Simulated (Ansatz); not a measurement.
A trace of molecular dynamics of CH6OSn (9 atoms, charge 0, multiplicity 1).

Level of theory: RKS BLYP-D4/def2-SVP (Ansatz).

```yaml
ensemble: NVT, Nosé–Hoover chain
set_temperature: 400 K
thermostat: time constant 100 fs, chain length 3 (defaults)
seed: 601249
```

```
time (fs)  T (K)  potential energy less start (eV)  conserved less start (meV/atom)
        0    400                             0.000                             0.00
      7.5    545                            -0.094                             4.15
       15    535                             0.216                            37.76
     22.5    380                             0.563                            61.19
       30    405                             0.502                            57.26
     37.5    737                             0.077                            44.44
       45    490                             1.037                           128.05
     52.5   3050                             1.286                           418.07
       60  90067                             7.993                         16655.64
     67.5  59043                            11.454                         20325.51
       75  19582                            12.368                         20287.88
     82.5   8343                            12.275                         20285.21
       90   4302                            12.030                         20284.32
     97.5   2494                            11.841                         20284.07
```

Question: Can this run be trusted? Judge the integration.

Answer: The conserved energy changed by up to 20000 meV per atom, so the integration failed: the time step of 2.5 fs is too long for the fastest motions that this run met, and the later frames carry no physical meaning.

The run took 2.5 min on 1 thread of Arm Neoverse V1, on a shared host, peak memory 0.17 GiB.
